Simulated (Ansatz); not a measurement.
`CCCCCC[Si](OC)(OC)OC` with charge -1. The state is a doublet with charge -1. Geometry PBE-D4/def2-SVP, that of the neutral singlet; atoms count from 1.

```xyz
35

C     1.7143   -3.8136   -1.6599
C     0.4956   -2.8976   -1.5382
C    -0.2515   -3.0609   -0.2092
C    -1.5311   -2.2209   -0.0835
C    -1.3429   -0.7047   -0.2475
C    -0.3758   -0.0666    0.7652
Si   -0.1507    1.7702    0.5055
O    -1.5661    2.6532    0.5644
C    -2.1975    3.1298    1.7362
O     0.8374    2.4750    1.6662
C     2.1412    2.0347    1.9855
O     0.4584    1.9350   -1.0401
C     0.5756    3.1751   -1.7173
H     2.2404   -3.6747   -2.6263
H     1.4261   -4.8837   -1.5867
H     2.4485   -3.6170   -0.8500
H     0.8166   -1.8399   -1.6614
H    -0.2082   -3.0944   -2.3784
H    -0.5141   -4.1333   -0.0704
H     0.4421   -2.8208    0.6286
H    -2.2669   -2.5679   -0.8431
H    -1.9983   -2.4246    0.9060
H    -0.9871   -0.4757   -1.2749
H    -2.3326   -0.2061   -0.1649
H    -0.7243   -0.2388    1.8085
H     0.6294   -0.5394    0.7017
H    -2.7906    2.3307    2.2387
H    -2.8980    3.9454    1.4592
H    -1.4647    3.5302    2.4708
H     2.5950    2.7491    2.7037
H     2.8017    1.9850    1.0894
H     2.1419    1.0278    2.4647
H    -0.3762    3.7499   -1.6890
H     0.8372    2.9767   -2.7773
H     1.3754    3.8130   -1.2765
```

The highest occupied level of the charge -1 doublet lies above zero (up to 3.75 eV). By energy differences it is unbound by 2.54 eV (vertical, against the charge 0 singlet, at PBE0-D4/def2-SVP) and held by the finite basis.

(1) Estimate the Mulliken populations of the heavy atoms from the PBE0/def2-SVP orbitals of Ansatz.

(2) Where does the spin sit?

(3) And the Mayer bond orders between heavy atoms (over 0.3)?

Results:

(1) 
| atom | charge (e) | spin (α − β) |
| --- | --- | --- |
| C1 | -0.02 | -0.04 |
| C2 | -0.05 | -0.03 |
| C3 | 0.00 | -0.04 |
| C4 | 0.01 | -0.01 |
| C5 | -0.06 | 0.00 |
| C6 | -0.12 | -0.13 |
| Si7 | 0.84 | 0.15 |
| O8 | -0.52 | -0.01 |
| C9 | 0.21 | -0.04 |
| O10 | -0.52 | -0.01 |
| C11 | 0.24 | -0.07 |
| O12 | -0.50 | -0.01 |
| C13 | 0.18 | -0.02 |
Mulliken values depend strongly on the basis.

(2) Summed by element: C -0.37, Si 0.15, O -0.02, H 1.24, of 1 unpaired in all. Largest on single atoms: H26 0.17, Si7 0.15, H25 0.13.

(3) C1–C2 1.09 (1.53 Å); C2–C3 1.06 (1.53 Å); C3–C4 1.08 (1.54 Å); C4–C5 1.08 (1.54 Å); C5–C6 1.04 (1.54 Å); C6–Si7 0.88 (1.87 Å); Si7–O8 1.03 (1.67 Å); Si7–O10 1.02 (1.68 Å); Si7–O12 1.06 (1.67 Å); O8–C9 0.97 (1.41 Å); O10–C11 0.97 (1.41 Å); O12–C13 0.97 (1.42 Å).
